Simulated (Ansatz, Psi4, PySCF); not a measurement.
C$_{2}$H$_{5}$S, doublet, at a GFN2-xTB geometry. Base run: BHANDHLYP/def2-SVPD (PySCF).

The PySCF input:
```python
from pyscf import gto, scf, dft

mol = gto.Mole()
mol.atom = '''
    C     1.53299942    0.71450865   -0.07982546
    C     0.06095953    0.70378944   -0.22714829
    S    -0.80517238   -0.73669354    0.18351772
    H    -2.02845725   -0.24935278   -0.03240556
    H    -0.41201640    1.36171374   -0.93464300
    H     1.87938030    1.72772034    0.12702719
    H     1.83695475    0.06093026    0.73566701
    H     2.04314293    0.37629641   -0.99008672
'''
mol.basis = 'def2-svpd'
mol.spin = 1
mol.verbose = 4
mol.build()

mf = dft.UKS(mol)
mf.xc = 'bhandhlyp'
mf.kernel()
```

The same geometry, method and basis name were run in Ansatz (a program for electronic structure) and Psi4 and PySCF, at each program's defaults and at the settings that a row names. The base is PySCF at its defaults. Differences at the defaults can come from grids, fitting, cores and function types together.

```csv
code and settings,ΔE vs base (µEh),basis functions,E (Eh),SCF cycles,dipole (D)
"PySCF, defaults (exact integrals, its default grid, spherical functions)",0.0,107,-477.12769,11,1.08
"Psi4, defaults (density fitting with its default set, its default grid, spherical functions)",-4.4,107,-477.12770,9,1.08
"Ansatz, defaults (factorised integrals, its default grid, spherical functions)",19.3,107,-477.12767,-,-
"PySCF, density fitting with def2-universal-jkfit",-3.5,107,-477.12769,11,1.08
"PySCF, fine grid",-0.3,107,-477.12769,11,1.08
"Psi4, exact integrals, spherical functions, fine grid",-0.3,107,-477.12769,14,1.08
"Ansatz, high accuracy",-0.3,107,-477.12769,-,-
```

Open shells are given as the SCF converged; they aren't shown to be the lowest states, and a large step between rows can be another state.
